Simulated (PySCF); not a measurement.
Species: C₂H₈PSi₂ (doublet state).
Cartesian coordinates in Å at the GFN2-xTB level; atoms count from 1:
```
atom  x, y, z in Å
C1     2.1073    0.7126    0.9629
C2     1.8168   -0.0976   -0.0053
Si3    0.6224   -0.9242   -1.1051
Si4   -1.6318   -0.3010   -0.7986
P5    -2.1099    0.6922    1.1508
H6     3.1257    0.8739    1.2988
H7     1.3697    1.2939    1.5184
H8     0.7677   -2.3681   -0.8720
H9     1.0188   -0.6204   -2.4857
H10   -2.0975    0.6587   -1.8102
H11   -2.5554   -1.4444   -0.8532
H12   -1.3153   -0.1292    1.9285
H13   -1.1229    1.6541    1.0531
```

The hyperfine couplings belong to this conformer and change with its torsions.

The species is `C=[C][SiH2][SiH2]P` [radical].

Method used: UKS B3LYP, pcH-1 on C H P Si, non-relativistic, mean-field spin-orbit, GIAO in PySCF 2.14.0. The structure is a single GFN2-xTB conformer in the gas phase; no vibrational or solvent corrections. A GFN2-xTB geometry isn't a minimum of the functional, and hyperfine couplings can be far from their values at a DFT geometry. Stability of the SCF solution: not tested.

Question: Predict the first-order ENDOR lines of H7, H6, H10/H11, H8/H9, H12/H13 and P5 under fast tumbling at B = 1211.9 mT (Q band).

Answer: ν± = |νn ± a/2|, one line for each electron-spin manifold; νn = |g_N| × 7.62259 MHz/T × B.

```json
{"nuclei": "H7", "isotope": "1H", "g_N": "5.5857", "νn (MHz)": "51.60", "a_iso (MHz)": "184.38", "lower line (MHz)": "40.59", "upper line (MHz)": "143.79"}
{"nuclei": "H6", "isotope": "1H", "g_N": "5.5857", "νn (MHz)": "51.60", "a_iso (MHz)": "148.55", "lower line (MHz)": "22.68", "upper line (MHz)": "125.87"}
{"nuclei": "H10/H11", "isotope": "1H", "g_N": "5.5857", "νn (MHz)": "51.60", "a_iso (MHz)": "14.56", "lower line (MHz)": "44.32", "upper line (MHz)": "58.88"}
{"nuclei": "H8/H9", "isotope": "1H", "g_N": "5.5857", "νn (MHz)": "51.60", "a_iso (MHz)": "14.36", "lower line (MHz)": "44.42", "upper line (MHz)": "58.78"}
{"nuclei": "H12/H13", "isotope": "1H", "g_N": "5.5857", "νn (MHz)": "51.60", "a_iso (MHz)": "0.93", "lower line (MHz)": "51.14", "upper line (MHz)": "52.06"}
{"nuclei": "P5", "isotope": "31P", "g_N": "2.2632", "νn (MHz)": "20.91", "a_iso (MHz)": "5.72", "lower line (MHz)": "18.05", "upper line (MHz)": "23.77"}
```

Question: Which pairs are centred on the nuclear Larmor frequency, and which on half the coupling?

Answer: Centred on νn, since |a| < 2νn: H10/H11, H8/H9, H12/H13 and P5. Centred on |a|/2 and split by 2νn: H7 and H6.

Question: At what field would the lower line of H7 fall to zero frequency?

Answer: Where νn = |a|/2, that is B = 92.19 MHz/(5.5857 × 7.62259 MHz/T) = 2170 mT, as far as first order holds there.

Class means assume fast exchange of nuclei equivalent by connectivity; if that motion is slow, each nucleus keeps its own coupling. The 1H value of +14.6 MHz is a mean of couplings from 7.5 to 21.7 MHz in this one geometry, not an average over conformers.

The Mulliken spin populations are largest on C2 (+0.95), C1 (-0.17), H7 (+0.08) and Si4 (+0.08). No atom but C2 exceeds +0.15. The positive populations add up to 1.20 and the negative ones to -0.20, together 2S = 1.
